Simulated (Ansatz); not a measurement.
C$_{3}$H$_{9}$ClSi (SMILES C[Si](C)(C)Cl), singlet, at a GFN2-xTB geometry; CCSD(T)/STO-3G (Ansatz, an electronic-structure program).

The Ansatz input:
Ansatz 0.2 input:
```yaml
crystal:
  periodic: [false, false, false]
  atoms:
    - {symbol: C, position_ang: [-0.74978598, 1.59672421, -0.36729719]}
    - {symbol: Si, position_ang: [0.16935212, 0.11507053, 0.39960080]}
    - {symbol: C, position_ang: [1.63470173, -0.41130752, -0.69768298]}
    - {symbol: C, position_ang: [-1.02145525, -1.34456870, 0.68211767]}
    - {symbol: Cl, position_ang: [0.90913523, 0.69442496, 2.21566147]}
    - {symbol: H, position_ang: [-1.16721741, 1.34294873, -1.33670467]}
    - {symbol: H, position_ang: [-1.56785901, 1.92573043, 0.26713269]}
    - {symbol: H, position_ang: [-0.08529637, 2.44461056, -0.50725592]}
    - {symbol: H, position_ang: [2.17557152, -1.24608658, -0.26096019]}
    - {symbol: H, position_ang: [1.29949050, -0.71684066, -1.68389433]}
    - {symbol: H, position_ang: [2.34259872, 0.40224793, -0.82832830]}
    - {symbol: H, position_ang: [-1.44967120, -1.69118153, -0.25323206]}
    - {symbol: H, position_ang: [-1.84256222, -1.06385757, 1.33557630]}
    - {symbol: H, position_ang: [-0.51238124, -2.18640934, 1.14272773]}
basis:
  gaussian:
    orbitals: STO-3G
magnetization: {spin_polarized: false}
correlation: {method: ccsd_t}
```

The log (banner, timings and long lists left out):

```
Functional definition: HF
531 factors; integrals over basis functions are off by at most 2.7e-5 eV
mean field evaluation 1: about -23339.6303 eV, gradient 1.6e1 eV
mean field evaluation 2: about -23339.7757 eV, gradient 1.6e1 eV
mean field evaluation 4: about -23340.9954 eV, gradient 7.1e-1 eV
mean field evaluation 8: about -23340.9973 eV, gradient 1.1e-6 eV
mean field -23340.99732486 eV, -857.7658305924 hartree, gradient 1.6e-6 eV, S^2 0.000000; 0 other end points of the search recorded, 0 dependent functions left out
13 core orbitals not correlated
reference -23340.99732486 eV, -857.7658305924 hartree; 16, 16 occupied and 13, 13 virtual orbitals, 531 factors
second order -5.35133668 eV of doubles, -0.00000000 eV of singles
cycle   1  -6.51011164 eV  change    -1.2e0 eV  update   7.7e-2
cycle   2  -7.04844158 eV  change   -5.4e-1 eV  update   2.9e-2
cycle   3  -7.08263495 eV  change   -3.4e-2 eV  update   4.9e-3
cycle   4  -7.08810870 eV  change   -5.5e-3 eV  update   1.5e-3
cycle   5  -7.08821299 eV  change   -1.0e-4 eV  update   3.3e-4
cycle   6  -7.08818559 eV  change    2.7e-5 eV  update   6.3e-5
cycle   7  -7.08820191 eV  change   -1.6e-5 eV  update   1.7e-5
perturbative correction -0.04787985 eV, -0.0017595520 hartree
Total energy: -23348.13340662 eV, -858.0280767600 hartree
```
